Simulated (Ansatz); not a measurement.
One change: `[CH2]1[CH2][GaH]1` becomes `[GeH3][CH]1[CH2][GaH]1`.

Ansatz, PBE0-D4/def2-TZVP geometries, multiplicity 1. 

Scalar relativity is left out up to krypton.

```
                                        property  `[CH2]1[CH2][GaH]1`
size of the dipole moment (B3LYP/def2-TZVPP) / D                 0.63
             HOMO–LUMO gap (PBE/def2-TZVPP) / eV                 2.38
            HOMO–LUMO gap (PBE0/def2-TZVPP) / eV                 4.21
              HOMO energy (PBE0/def2-TZVPP) / eV                -5.56
               HOMO energy (PBE/def2-TZVPP) / eV                -4.55
               LUMO energy (PBE/def2-TZVPP) / eV                -2.17
```

Task: Give the same properties after the change, and the shifts. (An estimate is asked.)

Result: The calculation gave: 
```tsv
property	`[GeH3][CH]1[CH2][GaH]1`	shift
size of the dipole moment (B3LYP/def2-TZVPP) / D	1.34	0.71
HOMO–LUMO gap (PBE/def2-TZVPP) / eV	3.21	0.83
HOMO–LUMO gap (PBE0/def2-TZVPP) / eV	4.80	0.59
HOMO energy (PBE0/def2-TZVPP) / eV	-5.85	-0.29
HOMO energy (PBE/def2-TZVPP) / eV	-5.06	-0.51
LUMO energy (PBE/def2-TZVPP) / eV	-1.85	0.32
```

With PBE0 the HOMO falls by 0.29 eV and the LUMO rises by 0.29 eV, so the gap widens by about 0.58 eV. PBE moves the HOMO by -0.51 eV and ωB97M-V by -0.07 eV. The zero-point energy changes by 38.0 kJ/mol with +9 modes. Dipoles are sizes alone; their direction can turn.

B3LYP here is the variant with VWN-RPA as its local correlation; programs differ in this.
